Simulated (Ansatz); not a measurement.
K₄H₄⁺, that is (KH)4 ring with one electron fewer. The state is a doublet with charge 1. Geometry PBE-D4/def2-SVP, that of the neutral singlet; atoms count from 1.

```xyz
8

K     2.8626   -1.1781   -0.9060
H     1.9100    0.4345   -2.4930
K    -0.1207    1.8019   -2.6733
H    -2.0899    2.0871   -1.2378
K    -2.8627    1.1780    0.9059
H    -1.9098   -0.4343    2.4931
K     0.1208   -1.8018    2.6734
H     2.0898   -2.0872    1.2377
```

Estimate the Mulliken populations from the PBE0/def2-TZVP orbitals of Ansatz.


```tsv
atom	charge (e)	spin (α − β)
K1	0.70	-0.03
H2	-0.45	0.28
K3	0.70	-0.03
H4	-0.45	0.28
K5	0.70	-0.03
H6	-0.45	0.28
K7	0.70	-0.03
H8	-0.45	0.28
```
Mulliken values and Mayer orders depend strongly on the basis.

Where does the spin sit?

Summed by element: K -0.14, H 1.14, of 1 unpaired in all. Largest on single atoms: H4 0.28, H8 0.28, H6 0.28.
